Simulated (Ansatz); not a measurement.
Zn₂Br₄, relaxed as a singlet with RKS r2SCAN-D4/def2-SVP in Ansatz, starting from the GFN1-xTB geometry. Force threshold 0.02 eV/Å.

The structure comes from a short search, and lower isomers may exist.

Start:

Cartesian coordinates in Å:
```
Zn -1.3717 -1.2317 -0.9170
Zn 1.5866 1.1967 0.9819
Br -2.2409 -2.1071 0.9984
Br -1.2041 -0.2463 -2.9645
Br 1.5931 -0.8692 0.0068
Br 1.6369 3.2577 1.8945
```

```tsv
step	energy (eV)	largest force component (eV/Å)	SCF passes
1	-376982.2541	0.430	16
2	-376982.3430	0.112	18
3	-376982.3541	0.033	18
4	-376982.3623	0.058	18
5	-376982.3751	0.151	18
6	-376982.3953	0.146	18
7	-376982.4220	0.161	18
8	-376982.4586	0.193	18
9	-376982.5097	0.248	18
10	-376982.6039	0.327	18
11	-376982.7479	0.386	18
12	-376982.8688	0.374	18
13	-376982.9921	0.261	18
14	-376983.0759	0.133	18
15	-376983.1330	0.109	17
16	-376983.1761	0.094	17
17	-376983.2138	0.167	17
18	-376983.2501	0.086	17
19	-376983.2733	0.172	17
20	-376983.2824	0.298	17
21	-376983.3068	0.024	18
22	-376983.3107	0.081	17
23	-376983.3130	0.076	17
24	-376983.3139	0.036	19
25	-376983.3144	0.003	19
```

Force components are those of the run's own axes.

End:

```xyz
6

Zn   -0.965   -1.284   -0.074
Zn    0.969    1.282    0.069
Br   -2.319   -3.069   -0.159
Br   -1.200    0.959   -0.991
Br    1.210   -0.966    0.972
Br    2.305    3.078    0.183
```

Bonds formed: Zn1–Br5, Zn2–Br4 (atoms count from 1). The end is the same structure that another start reached, the lowest one found.

No frequencies were taken in this run, so the end may be a saddle point.

Hardware: 4 threads of Arm Neoverse V1 on a shared host. Wall time 2.1 min.
